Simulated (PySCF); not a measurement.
## Working with the constants of CdC

ROHF-CCSD(T) constants of CdC, ³Σ⁻ (triplet), unpaired electrons π ↑↑ (PySCF, scalar-relativistic core potentials, basis sets Cd def2-SVP with ECP28, C def2-SVP; masses 113.9034 and 12.0000 u):

| Property | Result |
| --- | --- |
| ωe | 409.2 cm⁻¹ |
| ωexe | 5.86 cm⁻¹ |
| Be | 0.32467 cm⁻¹ |
| αe | 0.00452 cm⁻¹ |
| D (centrifugal) | 8.17e-07 cm⁻¹ |
| De to Cd + C | 0.68 eV |

**Question.** Give the vibrational terms G(v) and spacings up to v = 6.

**Answer.** G(v) = ωe(v+½) − ωexe(v+½)².

```
v  G(v) (cm⁻¹)  G(v) − G(v−1)  Bv (cm⁻¹)
0          203                    0.3224
1          601            397     0.3179
2          986            386     0.3134
3         1360            374     0.3089
4         1723            362     0.3043
5         2073            351     0.2998
6         2412            339     0.2953
```

**Question.** How well does the Morse estimate ωe²/(4ωexe) reproduce De, and what is D0?

**Answer.** It gives 0.89 eV, 130 % of the computed De. D0 = De − G(0) = 0.68 − 0.03 = 0.65 eV.

Correlated steps freeze 1 core orbital. Correlated levels converge slowly with the basis: in double zeta they bind strong bonds too weakly, by up to about 1 eV, and carry superposition errors of some tenths. Spin–orbit coupling is left out. The state was picked by a PBE0 search and need not be the measured ground state.
